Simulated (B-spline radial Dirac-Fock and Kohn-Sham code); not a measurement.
## Hg⁶⁺: photoemission with 806 eV photons

System: mercury as Hg⁶⁺ in the configuration [Xe] 4f14 5d6.

Input file task.json (cfg lists n, l and occupation; rrms is the nuclear radius in fm):

```json
{"items": [{
  "Z": 80,
  "q": 6,
  "cfg": [[1, 0, 2], [2, 0, 2], [2, 1, 6], [3, 0, 2], [3, 1, 6], [3, 2, 10], [4, 0, 2], [4, 1, 6], [4, 2, 10], [4, 3, 14], [5, 0, 2], [5, 1, 6], [5, 2, 6]],
  "A": 202,
  "rrms": 5.4648,
  "do": ["binding", "quiet", "photo", "scan"],
  "hv": [30.2, 45.1, 59.8, 110.0, 241.0, 267.0, 761.0, 806.0, 1000.0, 1300.0, 4590.0, 6210.0, 6880.0, 7070.0, 10800.0, 12800.0, 15600.0, 37500.0, 39500.0, 41400.0, 58600.0, 82000.0, 102000.0, 138000.0]
}]}
```

Command: `python xray_run.py task.json out`

Calculated with a radial finite-basis atomic code, using independent-particle photoionisation in a Dirac-Hartree-Slater potential with a Latter tail, all multipoles, thresholds from Dirac-Fock ΔSCF. The asymmetry parameter β is from the dipole term alone. Kinetic energies are from the vacuum level. Open shells are spread statistically over j, without multiplet splitting.

```tsv
subshell	electrons	binding (eV)	kinetic (eV)	σ (kb)	β
4p1/2	2	786.0	19.96	42.2	-0.41
4p3/2	4	681.3	124.7	177	0.38
4d3/2	4	480.7	325.3	232	0.29
4d5/2	6	461.2	344.8	365	0.57
4f5/2	6	201.2	604.8	592	0.82
4f7/2	8	197.2	608.8	?	?
5s	2	221.7	584.3	17.7	1.81
5p1/2	2	177.9	628.1	14.4	1.26
5p3/2	4	158.5	647.5	43.0	1.23
5d3/2	2.4	97.97	708.0	22.8	0.88
5d5/2	3.6	95.48	710.5	34.5	1.08
```

**Question.** What are σ and β for 4f7/2?

**Answer.** σ = 766 kb, the largest of all subshells and 33 % of the total, and β = 0.84.

Run: 11 s of CPU time on 1 thread of Neoverse-N1 (shared host), peak memory 0.40 GiB.
